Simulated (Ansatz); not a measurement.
`[F][SnH][SeH]` radical, one more setting.

```yaml
crystal:
  periodic: [false, false, false]
  atoms:
    - {symbol: F, position_ang: [-1.186928, -0.646795, 1.363927]}
    - {symbol: Sn, position_ang: [-0.956845, -0.059504, -0.536156]}
    - {symbol: Se, position_ang: [1.528376, 0.785670, -0.567464]}
    - {symbol: H, position_ang: [-1.078013, -1.808787, -1.398493]}
    - {symbol: H, position_ang: [1.435082, 1.495827, 0.846673]}
basis:
  gaussian: {orbitals: def2-TZVPP, fitting: {mean_field: def2-universal-jkfit}, final_grid: {core_spheres: 8, valence_spheres: 7, degree: 23}}
magnetization: {spin_polarized: true, initial_magnetization: 3}
hamiltonian: {xc: {name: revPBE}}
accuracy: high
output: {forces: true}
```

```sh
$ ansatz run in.yaml --threads 2 --pin off --events-out ev --progress --plain --max-ram 22528MiB --backend cpu
```

Shortened log:

```
Functional definition: revPBE
597 factors; integrals over basis functions are off by at most 1.6e0 eV
mean field evaluation 1: about -73919.1060 eV, gradient 3.4e1 eV
mean field evaluation 2: about -73748.9859 eV, gradient 1.7e2 eV
mean field evaluation 4: about -73907.6438 eV, gradient 4.9e1 eV
mean field evaluation 8: about -73923.3309 eV, gradient 1.1e0 eV
mean field evaluation 16: about -73923.3394 eV, gradient 2.2e-3 eV
mean field -73923.33942164 eV, -2716.6326167061 hartree, gradient 3.0e-8 eV, S^2 3.758007; 8 other end points of the search recorded, 0 dependent functions left out
reference -73923.33942678 eV, -2716.6326168950 hartree; 35, 32 occupied and 122, 125 virtual orbitals, 597 factors
Total energy: -73923.33942678 eV, -2716.6326168950 hartree
Atom 0 at    -1.186928    -0.646795     1.363927 Å, force     0.346127     0.063573    -0.111788 eV/Å
Atom 1 at    -0.956845    -0.059504    -0.536156 Å, force    -0.811696    -1.515647    -1.339946 eV/Å
Atom 2 at     1.528376     0.785670    -0.567464 Å, force    -0.044516    -0.415311    -0.764305 eV/Å
Atom 3 at    -1.078013    -1.808787    -1.398493 Å, force    -0.235065     0.831896     0.610670 eV/Å
Atom 4 at     1.435082     1.495827     0.846673 Å, force     0.745149     1.035488     1.605368 eV/Å
Dipole moment:     0.159639     0.315858    -0.447339 e Å
```

It took 7 s on 2 threads of an AMD EPYC 7R13 on a shared host, with 0.35 GiB of host memory at the peak.
